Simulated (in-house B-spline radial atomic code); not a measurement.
A fraction x of an electron is removed from 3p in Zn2+, starting from [Ar] 3d10 and keeping the highest spin. Computed with a radial B-spline atomic code at the basis-set limit: non-relativistic BP86, spin-polarised, spherical fractional occupations, point nucleus.

| x | E(x) - E(0) (eV) | 3p down level (eV) |
| --- | --- | --- |
| 0 | 0.0000 | -103.122 |
| 0.08 | 8.3130 | -104.706 |
| 0.13 | 13.5732 | -105.705 |
| 0.28 | 29.6565 | -108.750 |
| 0.47 | ? | ? |
| 0.5 | 54.0829 | -113.330 |
| 0.61 | 66.6774 | -115.668 |
| 0.73 | 80.7123 | -118.254 |
| 0.78 | ? | ? |
| 1 | 113.4392 | -124.195 |

Q: What belongs in the row x = 0.47?

A: An energy change of 50.6925 eV; 3p down at -112.698 eV.

Q: What belongs in the row x = 0.78?

A: An energy change of 86.6522 eV; 3p down at -119.341 eV.

Q: Check Janak's theorem between x = 0.08 and 0.13.

A: The slope of the energy is 105.20 eV; the orbital levels give 105.21 eV (-ε of the emptying orbital, averaged over the two points).
